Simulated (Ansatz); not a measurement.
System: sum formula NiClF, charge 0, multiplicity 3. The spin state was set by rule; other spins were not relaxed. SMILES: [F][Ni][Cl]
Coordinates optimised at B3LYP-D3(BJ)/def2-TZVP (Ansatz, a quantum-chemistry and plane-wave program):
```xyz
3

Ni     0.0000     0.0000    -0.3606
F      0.0000     0.0000    -2.0900
Cl     0.0000     0.0000     1.7004
```
Charge 0, spin multiplicity 3.

Quantity: vertical ionisation energy (to the quartet state of charge +1; each state is the SCF solution reached for its spin; for the quartet the Hartree-Fock reference is unstable and T1 is 0.048; for the triplet the Hartree-Fock reference is unstable and T1 is 0.033), in eV. Correlated levels leave the core frozen unless marked. UHF or UKS for open shells. No spin-orbit coupling. The frozen core is the preceding noble-gas configuration, with the filled d and f shells of earlier blocks. No relativistic terms. 

| level | program | vertical ionisation energy (eV) |
|---|---|---|
| PBE/def2-TZVPD | Ansatz | 10.77 |
| B3LYP/def2-TZVPD | Ansatz | 11.49 |
| PBE0/def2-TZVPD | Ansatz | 11.51 |
| CAM-B3LYP/def2-TZVPD | Ansatz | 11.73 |
| wB97M-V/def2-TZVPD | Ansatz | 11.76 |
| CCSD/def2-SVPD | Ansatz | 11.68 |
